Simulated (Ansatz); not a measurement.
ZrHCl3, relaxed as a singlet with RKS r2SCAN-D4/def2-SVP in Ansatz, starting from the GFN2-xTB geometry. Force threshold 0.02 eV/Å.

In the def2 sets Zr takes a core potential; there is no spin–orbit coupling.

Start:

Cartesian coordinates in Å:
```
Zr 0.036 0.009 -0.270
H 0.270 0.063 -2.010
Cl 1.609 -1.085 0.956
Cl -1.863 -0.984 0.493
Cl -0.052 1.997 0.830
```

```json
{"step": "1", "energy (eV)": "-38857.1373", "largest force component (eV/Å)": "1.318", "SCF passes": "27"}
{"step": "2", "energy (eV)": "-38857.4286", "largest force component (eV/Å)": "0.973", "SCF passes": "36"}
{"step": "3", "energy (eV)": "-38857.5409", "largest force component (eV/Å)": "0.544", "SCF passes": "36"}
{"step": "4", "energy (eV)": "-38857.5494", "largest force component (eV/Å)": "0.223", "SCF passes": "30"}
{"step": "5", "energy (eV)": "-38857.5525", "largest force component (eV/Å)": "0.040", "SCF passes": "32"}
{"step": "6", "energy (eV)": "-38857.5526", "largest force component (eV/Å)": "0.004", "SCF passes": "32"}
```

Force components are those of the run's own axes.

End:

```xyz
5

Zr   -0.001    0.000    0.008
H     0.242    0.057   -1.805
Cl    1.824   -1.200    0.818
Cl   -2.040   -1.088    0.302
Cl   -0.024    2.231    0.677
```

By distances, no bond broke or formed. The bond that changes most is Zr1–H2, from 1.76 to 1.83 Å (atoms count from 1).

No frequencies were taken in this run, so the end may be a saddle point.

Run time 17 s (4 threads of Arm Neoverse V2 on a shared host).
